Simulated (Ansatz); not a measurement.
Start from `C[NH][GeH2][F]` and change one atom or group to get `C[NH][GeH2][NH]C`.

Ansatz, PBE0-D4/def2-TZVP geometries, multiplicity 1. Each molecule was computed in one conformer, which needn't be the lowest.

Scalar relativity is left out up to krypton.

```
                             property  `C[NH][GeH2][F]`
  HOMO energy (B3LYP/def2-TZVPP) / eV             -6.97
    HOMO energy (PBE/def2-TZVPP) / eV             -5.79
   LUMO energy (PBE0/def2-TZVPP) / eV              0.68
   HOMO energy (PBE0/def2-TZVPP) / eV             -7.20
  LUMO energy (B3LYP/def2-TZVPP) / eV              0.37
HOMO–LUMO gap (B3LYP/def2-TZVPP) / eV              7.34
```

Give the same properties after the change, and the shifts. (An estimate is asked.)

Ansatz gave: 
| property | `C[NH][GeH2][NH]C` | shift |
| --- | --- | --- |
| HOMO energy (B3LYP/def2-TZVPP) / eV | -6.22 | 0.75 |
| HOMO energy (PBE/def2-TZVPP) / eV | -5.08 | 0.71 |
| LUMO energy (PBE0/def2-TZVPP) / eV | 0.90 | 0.22 |
| HOMO energy (PBE0/def2-TZVPP) / eV | -6.44 | 0.76 |
| LUMO energy (B3LYP/def2-TZVPP) / eV | 0.62 | 0.25 |
| HOMO–LUMO gap (B3LYP/def2-TZVPP) / eV | 6.84 | -0.50 |

With PBE0 the HOMO rises by 0.76 eV and the LUMO rises by 0.22 eV, so the gap narrows by about 0.54 eV. PBE moves the HOMO by 0.71 eV and ωB97M-V by 0.79 eV.

B3LYP here is the variant with VWN-RPA as its local correlation; programs differ in this.
